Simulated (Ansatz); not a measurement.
Computed with Ansatz on PBE0-D4/def2-TZVP structures; ΔE is electronic, products minus reactants. CBS: MP2 limit from def2 TZ/QZ plus the TZ coupled-cluster correction, frozen cores. This one scheme is used for every species. Functionals use def2-TZVPP. One conformer a species, not always the lowest.

`CB(S)S` + `O[SiH3]` → `CB(S)O[SiH3]` + H₂S  (ligand exchange at a B–S bond)

```tsv
level	ΔE (kcal/mol)	difference from CCSD(T)/CBS
PBE-D4	-9.3	2.1
r2SCAN-D4	-10.7	0.7
PBE0-D4	-10.1	1.3
ωB97X-V	-11.7	-0.3
B2PLYP	-11.8	-0.4
r2SCAN	-10.5	0.9
HF/def2-QZVPP	-15.7	-4.3
MP2/def2-QZVPP	-10.2	1.2
HF/CBS(def2)	-15.8	-4.4
CCSD/CBS(def2)	-12.1	-0.7
CCSD(T)/CBS	-11.4	0
```

Largest T1 diagnostic among the species: 0.013.

From PBE to PBE0 (25 % exact exchange), in def2-TZVPP and without D4, ΔE moves by −0.8 kcal/mol. In def2-TZVPP, CCSD(T) changes the Hartree–Fock value by +3.5 kcal/mol (the triples alone add +0.7 kcal/mol) and MP2 by +5.0 kcal/mol.
